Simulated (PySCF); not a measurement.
**LiBi and its ions**

UHF-CCSD(T); PySCF, scalar-relativistic core potentials, basis sets Li aug-cc-pVDZ, Bi aug-cc-pVDZ-PP with ECP60. Neutral (UHF): triplet (π ↑↑), Re = 2.727 Å, ωe = 357 cm⁻¹, De = 1.20 eV.

LiBi⁺ (UHF): quartet (σ ↑, π ↑↑), Re = 3.040 Å, ωe = 211 cm⁻¹. The energies at the minima are -221.14845 hartree for LiBi and -220.92681 for LiBi⁺.

Task: Work out the adiabatic ionisation energy, without and with harmonic zero-point energies (1 hartree = 27.2114 eV, 1 eV = 8065.5 cm⁻¹), and the change of the bond length.

Result: At UHF-CCSD(T): 0.22164 hartree = 6.031 eV between the minima; the zero-point term (211.0 − 357.0)/2 cm⁻¹ = -0.009 eV makes it 6.022 eV. Re changes by +31.3 pm against the neutral. The electron leaves a σ orbital, and the ion is left as a loose complex of an ion and an atom.

Correlated steps freeze 4 core orbitals. Correlated levels converge slowly with the basis: in double zeta they bind strong bonds too weakly, by up to about 1 eV, and carry superposition errors of some tenths. These are scalar-relativistic numbers at best; spin–orbit coupling would shift them, the dissociation energy most. States were picked by a PBE0 search and need not be the measured ground states.
